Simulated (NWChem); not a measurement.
All runs are NWChem calculations. System: BeF₂, charge 0, spin multiplicity 1, at a geometry optimised with B3LYP/def2-SVP. The structure started from a generated list of species. Level: B3LYP/aug-cc-pVTZ, VWN1-RPA local correlation.

The NWChem input:

```
start mol
memory heap 200 mb stack 900 mb global 1100 mb
geometry units angstroms nocenter noautoz
  Be     0.000000     0.000000     0.000000
  F      0.000000     0.000000     1.386504
  F      0.000000     0.000000    -1.386504
  symmetry group D2h
end
basis spherical
  * library aug-cc-pvtz
end
dft
  xc b3lyp
  semidirect memsize 60000000 filesize 0
  iterations 100
end
task dft energy
```

Output (cleaned and shortened):

```
             Northwest Computational Chemistry Package (NWChem) 7.3.0
             --------------------------------------------------------

                                NWChem Input Module
                                -------------------

 Scaling coordinates for geometry "geometry" by  1.889725989
 (inverse scale =  0.529177249)

 Turning off AUTOSYM since
 SYMMETRY directive was detected!

                             Geometry "geometry" -> ""
                             -------------------------

 Output coordinates in angstroms (scale by  1.889725989 to convert to a.u.)

  No.       Tag          Charge          X              Y              Z
 ---- ---------------- ---------- -------------- -------------- --------------
    1 Be                   4.0000     0.00000000     0.00000000     0.00000000
    2 F                    9.0000     0.00000000     0.00000000     1.38650400
    3 F                    9.0000     0.00000000     0.00000000    -1.38650400

 Effective nuclear repulsion energy (a.u.)      42.9370852969

            Nuclear Dipole moment (a.u.)
            ----------------------------
        X                 Y               Z
 ---------------- ---------------- ----------------
     0.0000000000     0.0000000000     0.0000000000

      Symmetry information
      --------------------

 Group name             D2h
 Group number             26
 Group order               8
 No. of unique centers     2

      Symmetry unique atoms

     1    2


 Summary of "ao basis" -> "" (spherical)
 ------------------------------------------------------------------------------
       Tag                 Description            Shells   Functions and Types
 ---------------- ------------------------------  ------  ---------------------
 *                        aug-cc-pvtz                 on all atoms

                                 NWChem DFT Module
                                 -----------------

 Summary of "ao basis" -> "ao basis" (spherical)
 ------------------------------------------------------------------------------
       Tag                 Description            Shells   Functions and Types
 ---------------- ------------------------------  ------  ---------------------
 Be                       aug-cc-pvtz               14       46   5s4p3d2f
 F                        aug-cc-pvtz               14       46   5s4p3d2f

 Summary of "ao basis" -> "ao basis" (spherical)
 ------------------------------------------------------------------------------
       Tag                 Description            Shells   Functions and Types
 ---------------- ------------------------------  ------  ---------------------
 Be                       aug-cc-pvtz               14       46   5s4p3d2f
 F                        aug-cc-pvtz               14       46   5s4p3d2f

      Symmetry analysis of basis
      --------------------------

        ag         30
        au          7
        b1g         8
        b1u        27
        b2g        14
        b2u        19
        b3g        14
        b3u        19

            General Information
            -------------------
          SCF calculation type: DFT
          Wavefunction type:  closed shell.
          No. of atoms     :     3
          No. of electrons :    22
           Alpha electrons :    11
            Beta electrons :    11
          Charge           :     0
          Spin multiplicity:     1
          Use of symmetry is: on ; symmetry adaption is: on
          Maximum number of iterations: 100
          AO basis - number of functions:   138
                     number of shells:    42
          Convergence on energy requested:  1.00D-06
          Convergence on density requested:  1.00D-05
          Convergence on gradient requested:  5.00D-04

              XC Information
              --------------
                         B3LYP Method XC Potential
                     Hartree-Fock (Exact) Exchange  0.200
                        Slater Exchange Functional  0.800 local
                    Becke 1988 Exchange Functional  0.720 non-local
              Lee-Yang-Parr Correlation Functional  0.810
                  VWN I RPA Correlation Functional  0.190 local

             Grid Information
             ----------------
          Grid used for XC integration:  medium
          Radial quadrature: Mura-Knowles
          Angular quadrature: Lebedev.
          Tag              B.-S. Rad. Rad. Pts. Rad. Cut. Ang. Pts.
          ---              ---------- --------- --------- ---------
          Be                  1.05       49          19.0       434
          F                   0.50       49          11.0       434
          Grid pruning is: on
          Number of quadrature shells:    98
          Spatial weights used:  Erf1

          Convergence Information
          -----------------------
          Convergence aids based upon iterative change in
          total energy or number of iterations.
          Levelshifting, if invoked, occurs when the
          HOMO/LUMO gap drops below (HL_TOL):  1.00D-02
          DIIS, if invoked, will attempt to extrapolate
          using up to (NFOCK): 10 stored Fock matrices.

                    Damping( 0%)  Levelshifting(0.5)       DIIS
                  --------------- ------------------- ---------------
          dE  on:    start            ASAP                start
          dE off:    2 iters        100 iters           100 iters

      Screening Tolerance Information
      -------------------------------
          Density screening/tol_rho:  1.00D-10
          AO Gaussian exp screening on grid/accAOfunc:  14
          CD Gaussian exp screening on grid/accCDfunc:  20
          XC Gaussian exp screening on grid/accXCfunc:  20
          Schwarz screening/accCoul:  1.00D-08

      Superposition of Atomic Density Guess
      -------------------------------------

 Sum of atomic energies:        -213.39845643

      Non-variational initial energy
      ------------------------------

 Total energy =    -213.567377
 1-e energy   =    -381.840875
 2-e energy   =     125.336412
 HOMO         =      -0.686619
 LUMO         =      -0.686619

 !!!!!!!!!!!!!!!!!!!!!!!!!!!!!!!!!!!!!!!!!!!!!!!!!!!!!!!!!!!!!!!!!!!!!!
 Warning - the HOMO and LUMO are degenerate and you are using symmetry.
 This can lead to non-variational energies and poor convergence.
 Modify the initial guess, or use an open-shell wavefunction, or turn
 off symmetry.
 !!!!!!!!!!!!!!!!!!!!!!!!!!!!!!!!!!!!!!!!!!!!!!!!!!!!!!!!!!!!!!!!!!!!!!

      Symmetry analysis of molecular orbitals - initial
      -------------------------------------------------

 !! scf_movecs_sym_adapt:   96 vectors were symmetry contaminated

  Symmetry fudging

 !! scf_movecs_sym_adapt:   96 vectors were symmetry contaminated

  Numbering of irreducible representations:

     1 ag          2 au          3 b1g         4 b1u         5 b2g
     6 b2u         7 b3g         8 b3u

  Orbital symmetries:

     1 ag          2 b1u         3 ag          4 ag          5 b1u
     6 ag          7 ag          8 b1u         9 b2u        10 b3u
    11 b3g        12 b2g        13 ag         14 b3u        15 b2u
    16 b1u        17 ag         18 b3u        19 b2u        20 b1u
    21 b1g

------------------------------------------------------------
EAF file 0: "./mol.aoints.0" size=524288 bytes
------------------------------------------------------------
               write      read    awrite     aread      wait
               -----      ----    ------     -----      ----
     calls:        1         0         0         0         0
   data(b): 5.24e+05  0.00e+00  0.00e+00  0.00e+00
   time(s): 0.00e+00  0.00e+00  0.00e+00  0.00e+00  0.00e+00
rate(mb/s): 0.00e+00  0.00e+00
------------------------------------------------------------

   convergence    iter        energy       DeltaE   RMS-Dens  Diis-err    time
 ---------------- ----- ----------------- --------- --------- ---------  ------
 d= 0,ls=0.0,diis     1   -212.2170167924 -2.55D+02  1.35D+01  1.26D+01     4.7
 d= 0,ls=0.0,diis     2   -214.1401664112 -1.92D+00  7.40D-03  7.87D+00     4.9
 d= 0,ls=0.0,diis     3   -214.5624366468 -4.22D-01  3.13D-03  2.07D+00     5.1
 d= 0,ls=0.0,diis     4   -214.6953076108 -1.33D-01  4.56D-04  2.21D-02     5.3
 d= 0,ls=0.0,diis     5   -214.6972635387 -1.96D-03  6.53D-05  1.60D-03     5.5
  Resetting Diis
 d= 0,ls=0.0,diis     6   -214.6973694607 -1.06D-04  1.11D-05  1.25D-05     5.7

 !! scf_movecs_sym_adapt:    8 vectors were symmetry contaminated

  Symmetry fudging

 !! scf_movecs_sym_adapt:    2 vectors were symmetry contaminated

 d= 0,ls=0.0,diis     7   -214.6973704704 -1.01D-06  8.10D-07  1.13D-08     5.9

 !! scf_movecs_sym_adapt:    6 vectors were symmetry contaminated

  Symmetry fudging
 d= 0,ls=0.0,diis     8   -214.6973704710 -5.56D-10  2.70D-07  1.37D-08     6.1

         Total DFT energy =     -214.697370470981
      One electron energy =     -384.482695213828
           Coulomb energy =      150.768900957883
    Exchange-Corr. energy =      -23.920661511916
 Nuclear repulsion energy =       42.937085296881

 Numeric. integr. density =       21.999994436415

     Total iterative time =      5.3s

                  Occupations of the irreducible representations
                  ----------------------------------------------

                     irrep           alpha         beta
                     --------     --------     --------
                     ag                4.0          4.0
                     au                0.0          0.0
                     b1g               0.0          0.0
                     b1u               3.0          3.0
                     b2g               1.0          1.0
                     b2u               1.0          1.0
                     b3g               1.0          1.0
                     b3u               1.0          1.0

                       DFT Final Molecular Orbital Analysis
                       ------------------------------------

 Vector    9  Occ=2.000000D+00  E=-4.447910D-01  Symmetry=b3u
              MO Center=  1.5D-15, -1.6D-24,  1.3D-16, r^2= 2.3D+00
   Bfn.  Coefficient  Atom+Function         Bfn.  Coefficient  Atom+Function
  ----- ------------  ---------------      ----- ------------  ---------------
    55      0.297420  2 F  px               101      0.297420  3 F  px
    52      0.259222  2 F  px                98      0.259222  3 F  px
    58      0.231319  2 F  px               104      0.231319  3 F  px
     6      0.108413  1 Be px                 9      0.062834  1 Be px
    61      0.045726  2 F  px               107      0.045726  3 F  px

 Vector   10  Occ=2.000000D+00  E=-4.221607D-01  Symmetry=b3g
              MO Center= -1.9D-30, -2.9D-16,  1.3D-13, r^2= 2.4D+00
   Bfn.  Coefficient  Atom+Function         Bfn.  Coefficient  Atom+Function
  ----- ------------  ---------------      ----- ------------  ---------------
    56      0.315040  2 F  py               102     -0.315040  3 F  py
    53      0.273932  2 F  py                99     -0.273932  3 F  py
    59      0.257184  2 F  py               105     -0.257184  3 F  py
    19      0.041181  1 Be d -1              29      0.039643  1 Be d -1

 Vector   11  Occ=2.000000D+00  E=-4.221599D-01  Symmetry=b2g
              MO Center=  6.0D-17, -5.5D-29,  1.7D-16, r^2= 2.4D+00
   Bfn.  Coefficient  Atom+Function         Bfn.  Coefficient  Atom+Function
  ----- ------------  ---------------      ----- ------------  ---------------
    55      0.315039  2 F  px               101     -0.315039  3 F  px
    52      0.273932  2 F  px                98     -0.273932  3 F  px
    58      0.257184  2 F  px               104     -0.257184  3 F  px
    21     -0.041181  1 Be d  1              31     -0.039643  1 Be d  1

 Vector   12  Occ=0.000000D+00  E=-4.112400D-02  Symmetry=ag
              MO Center=  2.2D-13,  3.4D-14,  1.1D-14, r^2= 7.7D+00
   Bfn.  Coefficient  Atom+Function         Bfn.  Coefficient  Atom+Function
  ----- ------------  ---------------      ----- ------------  ---------------
     4      0.551217  1 Be s                  5      0.477204  1 Be s
     2      0.192534  1 Be s                 50     -0.157673  2 F  s
    96     -0.157673  3 F  s                 48     -0.097406  2 F  s
    94     -0.097406  3 F  s                 57      0.067981  2 F  pz
   103     -0.067981  3 F  pz                54      0.056009  2 F  pz

 Vector   13  Occ=0.000000D+00  E= 4.099383D-03  Symmetry=b3u
              MO Center= -1.8D-13,  1.2D-15, -7.3D-15, r^2= 3.4D+01
   Bfn.  Coefficient  Atom+Function         Bfn.  Coefficient  Atom+Function
  ----- ------------  ---------------      ----- ------------  ---------------
    15      0.792600  1 Be px                12      0.421342  1 Be px
     9      0.121489  1 Be px                 6      0.085908  1 Be px
    61     -0.077251  2 F  px               107     -0.077251  3 F  px
    58     -0.073847  2 F  px               104     -0.073847  3 F  px
    55     -0.072128  2 F  px               101     -0.072128  3 F  px

 Vector   14  Occ=0.000000D+00  E= 4.099508D-03  Symmetry=b2u
              MO Center= -2.6D-18, -3.3D-14, -2.9D-17, r^2= 3.4D+01
   Bfn.  Coefficient  Atom+Function         Bfn.  Coefficient  Atom+Function
  ----- ------------  ---------------      ----- ------------  ---------------
    16      0.792603  1 Be py                13      0.421335  1 Be py
    10      0.121490  1 Be py                 7      0.085907  1 Be py
    62     -0.077249  2 F  py               108     -0.077249  3 F  py
    59     -0.073847  2 F  py               105     -0.073847  3 F  py
    56     -0.072127  2 F  py               102     -0.072127  3 F  py

 center of mass
 --------------
 x =   0.00000000 y =   0.00000000 z =   0.00000000

 moments of inertia (a.u.)
 ------------------
         260.847661802334           0.000000000000           0.000000000000
           0.000000000000         260.847661802334           0.000000000000
           0.000000000000           0.000000000000           0.000000000000

     Multipole analysis of the density
     ---------------------------------

     L   x y z        total         alpha         beta         nuclear
     -   - - -        -----         -----         ----         -------
     0   0 0 0     -0.000000    -11.000000    -11.000000     22.000000

     1   1 0 0      0.000000      0.000000      0.000000      0.000000
     1   0 1 0     -0.000000     -0.000000     -0.000000      0.000000
     1   0 0 1     -0.000000     -0.000000     -0.000000      0.000000

     2   2 0 0     -9.660554     -4.830277     -4.830277      0.000000
     2   1 1 0     -0.000000     -0.000000     -0.000000      0.000000
     2   1 0 1      0.000000      0.000000      0.000000      0.000000
     2   0 2 0     -9.660536     -4.830268     -4.830268      0.000000
     2   0 1 1      0.000000      0.000000      0.000000      0.000000
     2   0 0 2    -15.973630    -69.771727    -69.771727    123.569825

 Task  times  cpu:        6.1s     wall:        6.1s

 Total times  cpu:        6.2s     wall:        6.2s
```
